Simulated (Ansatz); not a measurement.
`[NH2][Ge]([F])([F])[Cl]` + H₂Se → `[F][Ge]([F])([Cl])[SeH]` + NH₃  (ligand exchange at a Ge–N bond)

Gas-phase electronic energies from Ansatz, PBE0-D4/def2-TZVP geometries. CCSD(T)/CBS adds triple-zeta CCSD(T) − MP2 to the extrapolated MP2 energy (def2 sets, frozen cores). This one scheme is used for every species. DFT in def2-TZVPP. For Ge, Se outer-core shells are correlated without core-valence functions, which leaves a few kJ/mol of doubt a bond. Scalar relativity is left out up to krypton. One conformer a species, not always the lowest.

| level | ΔE (kJ/mol) | difference from CCSD(T)/CBS |
| --- | --- | --- |
| BLYP-D4 | -43.0 | -9.5 |
| B97M-V | -35.1 | -1.6 |
| BHLYP-D4 | -35.0 | -1.5 |
| CAM-B3LYP-D4 | -30.3 | 3.2 |
| LC-ωPBE | -28.0 | 5.5 |
| MP2/def2-SVP | -20.2 | 13.3 |
| CCSD(T)/def2-SVP | -18.7 | 14.8 |
| HF/def2-QZVPP | -20.8 | 12.7 |
| HF/CBS(def2) | -20.8 | 12.7 |
| MP2/CBS(def2) | -37.3 | -3.8 |
| CCSD(T)/CBS | -33.5 | 0 |

Largest T1 diagnostic among the species: 0.011.

Leaving LDA and LC-ωPBE aside and taking each functional with its dispersion term where it has one, the values, not all of them listed here, spread over 14.5 kJ/mol, from PBE-D4 to CAM-B3LYP-D4. LDA lies +7.9 kJ/mol from PBE without D4. From BLYP to BHLYP (50 % exact exchange), in def2-TZVPP and without D4, ΔE moves by +10.0 kJ/mol. The D4 term adds −3.4 kJ/mol with B3LYP and −1.9 kJ/mol with PBE0; it sums over pairs of atoms, weighted by their polarisabilities, and B3LYP, whose exchange is more repulsive, gets the larger term.

B3LYP here is the variant with VWN-RPA as its local correlation; programs differ in this.
